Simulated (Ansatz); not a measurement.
Cost and result for the atomization energy of BF2H3OSi, SMILES `B[Si](O)(F)F` (8 atoms, 7 bonds).

```
atom   x (Å)   y (Å)   z (Å)
  B1   0.538  -0.186   1.396
 Si2  -0.324   0.279  -0.349
  O3   0.073  -0.836  -1.460
  F4  -1.902   0.346  -0.144
  F5   0.065   1.718  -0.912
  H6   1.156   0.612   2.033
  H7   0.427  -1.292   1.830
  H8  -0.032  -0.642  -2.394
```

Total charge 0; spin multiplicity 1. The geometry is a stationary point of PBE0-D4/def2-TZVP. It is one conformer, not always the lowest. Program: Ansatz. All runs use 2 threads of an Arm Neoverse V2 on a shared host. Times are those of one run each, without the atoms' runs, and a repeat can differ threefold. Electronic energies, without spin–orbit coupling; frozen cores. CCSD(T)/CBS adds CCSD(T) − MP2 in def2-TZVPP to the MP2 limit, and its time is that of the two runs behind it. T1 = 0.012. HSE06 is the plane-wave form, built on full-range PBE exchange.

CCSD(T)/CBS is a level of theory with its own doubt, some kJ/mol a heavy atom from the limit and from the frozen cores, so smaller differences don't rank the functionals.

```tsv
level	functions	atomization (kJ/mol)	difference from CCSD(T)/CBS	per bond
CCSD(T)/CBS(def2)	–	3164.5	0.0	0.0
PBE-QIDH/def2-TZVPP	208	3118.4	-46.1	-6.6
r2SCAN-D4/def2-TZVPP (with forces)	208	3161.4	-3.1	-0.4
HSE06-D4/def2-TZVPP	208	3116.6	-47.9	-6.8
BHLYP-D4/def2-TZVPP	208	3043.0	-121.5	-17.4
PBE0-D4/def2-TZVPP	208	3114.8	-49.7	-7.1
MP2/def2-QZVPP	388	3234.2	69.7	10.0
CAM-B3LYP-D4/def2-TZVPP	208	3172.3	7.8	1.1
CCSD(T)/def2-SVP	89	2902.4	-262.1	-37.4
ωB97M-V/def2-TZVPP (with forces)	208	3159.2	-5.3	-0.8
revPBE-D4/def2-TZVPP	208	3089.4	-75.1	-10.7
CCSD(T)/def2-TZVPP	208	3071.7	-92.8	-13.3
ωB97X-V/def2-TZVPP	208	3159.8	-4.7	-0.7
```

(1) Order the runs by time, with rough figures. (Best estimate.)

## Answers

(1) Ansatz gave: revPBE-D4/def2-TZVPP 2.1 s; BHLYP-D4/def2-TZVPP 2.9 s; PBE0-D4/def2-TZVPP 3 s; HSE06-D4/def2-TZVPP 3.3 s; CAM-B3LYP-D4/def2-TZVPP 3.3 s; CCSD(T)/def2-SVP 4.2 s; r2SCAN-D4/def2-TZVPP (with forces) 5.5 s; PBE-QIDH/def2-TZVPP 6 s; ωB97X-V/def2-TZVPP 8 s; ωB97M-V/def2-TZVPP (with forces) 11 s; MP2/def2-QZVPP 22 s; CCSD(T)/def2-TZVPP 120 s; CCSD(T)/CBS(def2) 2.3 min.

The D4 term adds +23.2 kJ/mol with B3LYP and +12.0 kJ/mol with PBE0; it sums over pairs of atoms, weighted by their polarisabilities, and B3LYP, whose exchange is more repulsive, gets the larger term. From PBE to PBE0 (25 % exact exchange), in def2-TZVPP and without D4, the atomization energy moves by −63.1 kJ/mol: exact exchange takes away binding that semilocal exchange gives to molecules. At CCSD(T), def2-SVP lies −262.1 kJ/mol from the extrapolated value and def2-TZVPP −92.8 kJ/mol: correlation converges slowly with the basis, and small sets miss more of it in the bonded molecule than in its fragments.

B3LYP here is the variant with VWN-RPA as its local correlation; programs differ in this.
